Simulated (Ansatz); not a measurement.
The pair A = H2 (SMILES [H][H]) (first 2 atoms), B = CH4S (SMILES CS); geometry from B3LYP-D3(BJ)/def2-TZVP.
(charge 0, multiplicity 1):
```xyz
8

H      0.0296    -0.3295     0.1544
H      0.3783    -0.1610    -0.4832
C      0.9006     0.7277     3.0864
S     -0.7370    -0.0717     3.0700
H      0.9060     1.6019     3.7338
H      1.5935    -0.0103     3.4872
H      1.2181     0.9978     2.0813
H     -1.4255     0.9703     2.5763
```

Cores are frozen in the correlated methods. MP2 and its Hartree–Fock in aug-cc-pV(Q+d)Z are density fitted.

The values were computed with Ansatz (Gaussian basis) for Hartree–Fock, density functionals and correlated methods. 

The counterpoise-corrected interaction energy is E(AB) − E(A in the pair's basis) − E(B in the pair's basis). Total energies (hartree):

```
level                              AB  A in the pair's basis  B in the pair's basis
-----------------------  ------------  ---------------------  ---------------------
HF/aug-cc-pV(T+d)Z       -438.8920395             -1.1329766           -437.7596947
MP2/aug-cc-pV(T+d)Z      -439.2967304             -1.1650182           -438.1306869
HF/aug-cc-pV(Q+d)Z       -438.8980651             -1.1334147           -437.7652844
MP2/aug-cc-pV(Q+d)Z      -439.3266379             -1.1666868           -438.1588550
CCSD(T)/aug-cc-pV(T+d)Z  -439.3544221             -1.1726687           -438.1807339
```

### Question
Work out the counterpoise-corrected interaction energy at the basis-set limit: extrapolate the MP2 correlation part as X⁻³, take Hartree–Fock from the larger set, and add the CCSD(T) − MP2 difference of aug-cc-pV(T+d)Z.

### Answer

1. Differences (1 hartree = 627.509 kcal/mol): HF/aug-cc-pV(T+d)Z 0.396; MP2/aug-cc-pV(T+d)Z -0.643; HF/aug-cc-pV(Q+d)Z 0.398; MP2/aug-cc-pV(Q+d)Z -0.688; CCSD(T)/aug-cc-pV(T+d)Z -0.640.
2. Correlation parts, MP2 less HF: -1.040 in aug-cc-pV(T+d)Z (X = 3), -1.086 in aug-cc-pV(Q+d)Z (X = 4).
3. Limit (4³·(-1.086) − 3³·(-1.040))/(4³ − 3³) = -1.119; with HF/aug-cc-pV(Q+d)Z it gives -0.721.
4. CCSD(T) less MP2 in aug-cc-pV(T+d)Z: 0.004.
Result: -0.72 kcal/mol, against -0.64 at MP2/aug-cc-pV(T+d)Z. It is an estimate of this method's limit, not of the exact value.

Ansatz is an electronic-structure program.
